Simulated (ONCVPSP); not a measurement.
**What the settings do to the ONCV potential of Zr (Z = 40)**

Base potential:

Zr, optimised norm-conserving Vanderbilt (ONCV), made with ONCVPSP 4.0.1 (PBE, non-relativistic). Core [Ar] 3d10, reference 4s2 4p6 4d1 (charge +3). Waves: 4s: rc 1.30 bohr, ncon 4, nbas 8, qcut 4.2 1/bohr, 2 projectors, debl 0.7 Ha; 4p: rc 1.30 bohr, ncon 3, nbas 7, qcut 6.8 1/bohr, 2 projectors, debl 0.7 Ha; 4d: rc 2.05 bohr, ncon 4, nbas 9, qcut 7.6 1/bohr, 2 projectors, debl 0.6 Ha; f scattering state at 0.02 Ha: rc 1.80 bohr, ncon 4, nbas 7, qcut 5.7 1/bohr, 2 projectors, debl 1.2 Ha. Local part: polynomial inside 0.85 bohr (lpopt 5, dvloc0 0 Ha). Core correction: Teter function, fcfact 1.5, rcfact 1.5.

In the s channel the program set the typed energies aside and used -2.909, 0.250 Ha. In the p channel the program set the typed energies aside and used -2.163, 0.250 Ha. In the d channel the program set the typed energies aside and used -1.051, 0.250 Ha.

All-electron outer shells of the reference configuration (PBE, non-relativistic, ld1.x):

| shell | level (eV) | outermost node (bohr) | outermost maximum (bohr) |
| --- | --- | --- | --- |
| 4s | -79.15 | 0.56 | 1.10 |
| 4p | -58.86 | 0.57 | 1.17 |
| 4d | -28.60 | 0.58 | 1.49 |

Cutoffs, loose and tight: the cutoffs (Ha) at which the residual kinetic energy of the hardest occupied pseudo-wave falls to 1 and 0.1 mHa per electron. They do not see the model core or the augmentation charge, which bear on the density cutoff. Test errors are all-electron minus pseudo excitation energies from the reference, over the configurations 4s2 4p6 4d2 5s2; 4s2 4p6 4d2 5s1; 4s2 4p6 4d2; 4s2 4p6 4d2 5s1 5p1. A dash means not determined; rows that change the core or the reference have their own tests.

A true bound ghost makes a file unfit for plane-wave use even where its test errors are small: the radial tests pick states by their node count and pass the ghost by.

| change | outcome | cutoff, loose | cutoff, tight | bound ghosts | GHOST(+) flags above zero | largest test error (meV) |
| --- | --- | --- | --- | --- | --- | --- |
| base | generated, projector energies reset by the program | 97 Ha | 112 Ha | s | p, f | -5.0 |
| core correction Teter function, fcfact 1.3, rcfact 1.5 | generated, projector energies reset by the program | 97 Ha | 112 Ha | s | p, f | -4.8 |
| core correction Teter function, fcfact 2.5, rcfact 1.5 | generated, projector energies reset by the program | 97 Ha | 112 Ha | s | p, f | -5.4 |
| core correction Teter function, fcfact 3.4, rcfact 1.5 | generated, projector energies reset by the program | 97 Ha | 112 Ha | s | p, f | -5.9 |
| core correction Teter function, fcfact 4.1, rcfact 1.5 | generated, projector energies reset by the program | 97 Ha | 112 Ha | s | p, f | -6.2 |
| core correction Teter function, fcfact 4.8, rcfact 1.5 | generated, projector energies reset by the program | 97 Ha | 112 Ha | s | p, f | -6.6 |
| core correction Teter function, fcfact 5.9, rcfact 1.5 | generated, projector energies reset by the program | 97 Ha | 112 Ha | s | p, f | -7.1 |
| core correction Teter function, fcfact 6.5, rcfact 1.5 | generated, projector energies reset by the program | 97 Ha | 112 Ha | s | p, f | -7.4 |
| core correction Teter function, fcfact 7.3, rcfact 1.5 | generated, projector energies reset by the program | 97 Ha | 112 Ha | s | p, f | -7.8 |

Reading the sweep of the fcfact (base included, trends over the rows without a ghost): Bound ghosts are found at 1.3, 1.5, 2.5, 3.4, 4.1, 4.8, 5.9, 6.5, 7.3. Every judged row has one, so this setting neither creates nor removes them.
